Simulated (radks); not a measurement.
Neutral dysprosium inside a hard spherical wall (all orbitals vanish at R), configuration held at [Xe] 4f10 6s2 and not refilled when levels cross. Calculated with a radial shooting solver on a logarithmic mesh with Libxc functionals: scalar-relativistic Kohn-Sham, PBEsol, spin-unpolarised, spherical densities, finite nucleus; Fermi nuclear charge, rms radius 5.2218 fm. Eigenvalues in eV, with the zero of energy where the potential of the charges vanishes at infinity; a dash marks a level that is unbound or too diffuse for the functional's potential to be trusted. A positive occupied level is held by the wall or, in an anion where self-interaction has pushed it up, behind a barrier. The pressure on the wall is -dE/dV.

R (bohr)  E (hartree)  kinetic (hartree)    e(5s)    e(5p)   e(6s)   e(4f)  e(5d, empty)  e(6p, empty)  pressure (GPa)
free      -12152.1636          13107.060  -48.948  -25.380  -3.764  -3.156        -1.190        -1.141               0
12        -12152.1633          13107.064  -48.917  -25.349  -3.740  -3.125        -1.154        -1.039         0.00551
10        -12152.1612          13107.082  -48.791  -25.225  -3.640  -3.003        -1.029        -0.789          0.0550
7         -12152.1220          13107.300  -47.714  -24.170  -2.546  -1.946         0.040         1.224            1.86
6         -12152.0569          13107.583  -46.706  -23.198  -1.171  -0.939         1.128         3.484            6.61
5         -12151.8790          13108.274  -44.936  -21.522   2.020   0.888         3.238         8.391            27.2
4         -12151.3111          13110.414  -41.366  -18.150  10.649   4.821         8.000        20.600             149
3.5       -12150.5535          13113.287  -37.883  -14.726  20.696   8.898        12.995        33.799             416
2         -12131.3664          13177.849   10.759   41.109  187.71  62.018        88.762        223.55           26300
